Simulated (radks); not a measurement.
Charge is removed step by step from the 6s1/2 level of Ce, starting from [Xe] 4f1 5d1 6s2. Method: Dirac Kohn-Sham, LDA (Slater exchange, Perdew-Wang correlation), spin-unpolarised, spherical densities, finite nucleus; open shells fill j = l - 1/2 first; Fermi nuclear charge, rms radius 4.8771 fm; computed with a radial shooting solver on a logarithmic mesh with Libxc functionals.

\begin{tabular}{lrrr}
removed (e) & E - E(0) (eV) & eigenvalue (eV) & E minus straight line (eV) \\ \hline
0 & 0.000 & -3.864 & 0.000 \\
0.25 & 1.110 & -5.023 & -0.452 \\
0.5 & 2.515 & -6.223 & -0.609 \\
0.75 & 4.225 & -7.459 & -0.461 \\
1 & 6.247 & -8.725 & 0.000 \\
\end{tabular}

Removing the whole electron costs 6.247 eV by Delta-SCF, against 3.864 eV from minus the eigenvalue at the starting occupation. Slater's transition state (half an electron removed) gives 6.223 eV. Integrating minus the eigenvalue over the occupation (Janak's theorem) gives 6.247 eV. The mean slope of the eigenvalue, de/dn, is 4.86 eV per electron.
